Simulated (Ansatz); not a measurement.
Z-matrix (Å, degrees):
```
Si
N 1 1.725
O 1 1.635 2 104.1
C 1 1.842 2 113.0 3 -125.2
F 1 1.601 2 110.3 3 114.9
B 2 1.400 1 127.5 3 154.8
H 2 1.011 1 115.2 3 -26.9
H 3 0.958 1 118.4 2 157.9
H 4 1.093 1 110.1 2 179.6
H 4 1.092 1 111.1 2 -60.8
H 4 1.092 1 110.8 2 59.7
H 6 1.197 2 119.9 1 178.4
H 6 1.198 2 119.1 1 -1.8
```

The species carries charge 0 and has multiplicity 1.

(1) List the B3LYP/def2-TZVPP orbital energies in eV (Ansatz 0.2.0). (An estimate is asked.)

Answers

(1) The calculation gave: Occupied: -1800.29, -671.25, -520.83, -389.49, -276.55, -183.46, -144.62, -100.00, -99.96, -99.91, -32.26, -27.80, -23.67, -19.41, -15.77, -14.51, -13.91, -13.13, -12.20, -12.06, -11.42, -11.28, -10.82, -10.56, -9.88, -9.16, -8.75, -8.65. Lowest empty: -0.50, 0.26, 1.02, 1.39, 2.15, 2.25, 2.47, 2.67.

B3LYP here is the variant with VWN-RPA as its local correlation; programs differ in this.
